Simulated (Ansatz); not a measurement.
Molecule: C$_{4}$H$_{5}$SSi (charge 0, doublet). It need not be the lowest isomer of its formula. 
Coordinates optimised at B3LYP-D3(BJ)/def2-TZVP (Ansatz, a program for electronic structure):
SMILES: [SiH3]c1[c]ccs1
```xyz
11

Si    -2.2357    -0.2876    -0.0208
C     -0.3829    -0.2215    -0.1345
C      0.4700    -1.0094    -0.8207
C      1.8530    -0.7566    -0.7522
C      2.0736     0.3227     0.0605
S      0.6104     0.9679     0.6927
H     -2.6974    -1.4422    -0.8192
H     -2.8339     0.9606    -0.5476
H     -2.6618    -0.4449     1.3888
H      2.6252    -1.3175    -1.2552
H      3.0188     0.7725     0.3218
```
Charge 0, spin multiplicity 2.

Property: atomisation energy (electronic, to ground-state atoms), in kcal/mol. Valence correlation only, unless marked. UHF or UKS for open shells. Spin-orbit coupling is left out. No relativistic terms. The coupled-cluster limit lacks core correlation, which all-electron functionals hold. CBS marks a two-point X^-3 extrapolation of the correlation energy; Hartree-Fock from the larger set.

```csv
level,program,atomisation energy (kcal/mol),minus last row
HF/6-31G,Ansatz,672.9,-380.1
r2SCAN-D3(BJ)/def2-TZVPD,Ansatz + dftd3,1069.0,16.0
wB97M-V/def2-TZVPD,Ansatz,1057.0,4.0
RI-MP2/cc-pV(Q+d)Z,Ansatz,1054.4,1.4
SCS-MP2/cc-pV(Q+d)Z,Ansatz,1041.6,-11.4
"CCSD/CBS(cc-pV(T+d)Z,cc-pV(Q+d)Z)",Ansatz,1028.0,-25.0
"CCSD(T)/CBS(cc-pV(T+d)Z,cc-pV(Q+d)Z)",Ansatz,1053.0,0.0
```

The UHF reference is spin-contaminated (<S^2> 0.36 over the pure value in the largest basis).
